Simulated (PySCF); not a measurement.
# SMILES C1=C([O-])C(C=O)=CC=C1, [C7H5O2]-, charge -1

Geometry:
| atom | x (Å) | y (Å) | z (Å) |
| --- | --- | --- | --- |
| O1 | 2.883 | -1.669 | -0.381 |
| C2 | 2.312 | -0.588 | -0.267 |
| C3 | 0.891 | -0.372 | -0.113 |
| C4 | 0.024 | -1.479 | -0.083 |
| C5 | -1.344 | -1.340 | 0.061 |
| C6 | -1.868 | -0.029 | 0.180 |
| C7 | -1.056 | 1.081 | 0.156 |
| C8 | 0.391 | 0.998 | 0.007 |
| O9 | 1.116 | 2.012 | -0.013 |
| H10 | 2.896 | 0.366 | -0.277 |
| H11 | 0.492 | -2.465 | -0.180 |
| H12 | -2.006 | -2.210 | 0.083 |
| H13 | -2.951 | 0.104 | 0.295 |
| H14 | -1.472 | 2.090 | 0.248 |

Total charge -1.

Level of theory: PySCF 2.14.0, quadratic response CAM-B3LYP/aug-cc-pVDZ first hyperpolarisability, Taylor convention, gas phase. Geometry: PBE0-D3(BJ)/def2-SVP.

For a gas-phase anion, states above the detachment energy (about 2.4 eV, taken as minus the energy of the highest occupied orbital) lie in the continuum and depend on the basis.

(1) Give the tensor of the second harmonic β(−2ω;ω,ω) at 1064 nm in the axes of these coordinates.

## Answers

(1) In au, Taylor convention; rows are the first index (the induced dipole):
```
       xx      yy      zz      xy      xz      yz
x  -167.9  +140.4  +251.2  +505.8   +97.3   -41.7
y  +423.0    -7.0  +112.4  +103.0   -40.6   -24.1
z   +94.3   -30.3   -59.3   -44.3  +264.3  +158.4
```
Norm of βᵢ = ⅓ Σⱼ (βᵢⱼⱼ + βⱼᵢⱼ + βⱼⱼᵢ): 648.5 au, hyper-Rayleigh value 361.5 au.
